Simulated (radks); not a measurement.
Eu II, configuration [Xe] 4f7 6s1. Calculated with a radial shooting solver on a logarithmic mesh with Libxc functionals: non-relativistic Kohn-Sham, exchange-only PBE, spin-polarised, spherical densities, point nucleus; open shells are filled with parallel spins first (spin-orbit coupling, left out, can overturn this in heavy ions); relativity is left out, which matters for an element this heavy.

Normalised radial functions P(r) = r R(r), r in bohr:

r	4d down	5p down
0.002738	0.0001	0.0031
0.003187	0.0001	0.0041
0.00374	0.0002	0.0056
0.004354	0.0003	0.0074
0.005069	0.0005	0.0098
0.005901	0.0008	0.0130
0.006925	0.0013	0.0173
0.008062	0.0020	0.0226
0.009386	0.0031	0.0293
0.01093	0.0048	0.0378
0.01282	0.0075	0.0490
0.01493	0.0113	0.0620
0.01738	0.0169	0.0775
0.02023	0.0252	0.0956
0.02374	0.0380	0.1171
0.02764	0.0554	0.1390
0.03217	0.0798	0.1609
0.03746	0.1133	0.1807
0.04396	0.1609	0.1956
0.05117	0.2201	0.2001
0.05957	0.2944	0.1903
0.06935	0.3836	0.1618
0.08138	0.4901	0.1082
0.09474	0.5955	0.0348
0.1103	0.6923	-0.0552
0.1284	0.7620	-0.1509
0.1507	0.7808	-0.2381
0.1754	0.7220	-0.2858
0.2042	0.5690	-0.2781
0.2377	0.3153	-0.2028
0.279	-0.0458	-0.0549
0.3248	-0.4398	0.1249
0.3781	-0.8263	0.2990
0.4402	-1.1424	0.4156
0.5166	-1.3395	0.4285
0.6014	-1.3696	0.3164
0.7001	-1.2572	0.0981
0.815	-1.0442	-0.1823
0.9564	-0.7730	-0.4805
1.113	-0.5250	-0.7097
1.296	-0.3219	-0.8482
1.509	-0.1765	-0.8805
1.771	-0.0820	-0.8094
2.061	-0.0342	-0.6722
2.4	-0.0122	-0.5059
2.794	-0.0036	-0.3451
3.279	-0.0008	-0.2062
3.817	-0.0002	-0.1120
4.443	0.0000	-0.0530
5.173	0.0000	-0.0215
6.07	0.0000	-0.0069
7.067	0.0000	-0.0019
8.227	0.0000	-0.0004
9.578	0.0000	-0.0001
11.24	0.0000	0.0000
13.08	0.0000	0.0000

4d down: eigenvalue -137.42 eV, 1 radial node at r = 0.274 bohr, <r> = 0.656 bohr, 90 % of the charge inside 0.986 bohr. 5p down: eigenvalue -26.333 eV, 3 radial nodes at r = 0.101, 0.293, 0.740 bohr, <r> = 1.70 bohr, 90 % of the charge inside 2.51 bohr.
